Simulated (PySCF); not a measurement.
C2H3ClF2Si, SMILES F/C=C\[Si@H](F)Cl. Heavy atoms are numbered as in [F:1]/[CH:2]=[CH:3]\[Si@H:4]([F:5])[Cl:6]. Hydrogens are named by the atom that carries them.

Geometry: PBE0-D3(BJ)/def2-SVP. The structure was generated by enumeration; whether it is a known compound was not checked. One conformer was computed; it need not be the lowest.

Method: PBE/def2-TZVP (PySCF).

ESP charges are fitted to the potential on shells at 1.4 to 2.0 van der Waals radii. Atomic charges (e), one atom of each kind:

```json
[
 {"atom": "F1", "IAO": "-0.23", "Löwdin": "0.22", "Mulliken": "-0.14", "ESP fit": "-0.08"},
 {"atom": "C2 (CH)", "IAO": "(withheld)", "Löwdin": "-0.30", "Mulliken": "0.07", "ESP fit": "0.06"},
 {"atom": "C3 (CH)", "IAO": "-0.55", "Löwdin": "-0.31", "Mulliken": "-0.26", "ESP fit": "-0.36"},
 {"atom": "Si4 (SiH)", "IAO": "1.19", "Löwdin": "-0.14", "Mulliken": "0.59", "ESP fit": "0.39"},
 {"atom": "F5", "IAO": "(withheld)", "Löwdin": "0.02", "Mulliken": "-0.27", "ESP fit": "-0.19"},
 {"atom": "Cl6", "IAO": "(withheld)", "Löwdin": "0.25", "Mulliken": "-0.22", "ESP fit": "-0.13"},
 {"atom": "H on C2", "IAO": "0.16", "Löwdin": "0.13", "Mulliken": "0.12", "ESP fit": "0.14"},
 {"atom": "H on C3", "IAO": "0.19", "Löwdin": "0.16", "Mulliken": "0.14", "ESP fit": "0.19"},
 {"atom": "H on Si4", "IAO": "(withheld)", "Löwdin": "-0.03", "Mulliken": "-0.02", "ESP fit": "-0.02"}
]
```

Fill in the missing entries. (An estimate is asked for; the answer gives what the named calculation found.)


- C2 (CH), IAO: 0.18
- F5, IAO: -0.51
- Cl6, IAO: -0.30
- H on Si4, IAO: -0.13

Computed Mayer and Wiberg (Löwdin basis) orders of the bonds:
```tsv
bond	Mayer	Wiberg
F1–C2	1.12	1.81
C2–C3	1.83	2.11
C3–Si4	0.99	1.13
Si4–F5	1.16	1.73
Si4–Cl6	1.18	1.84
```
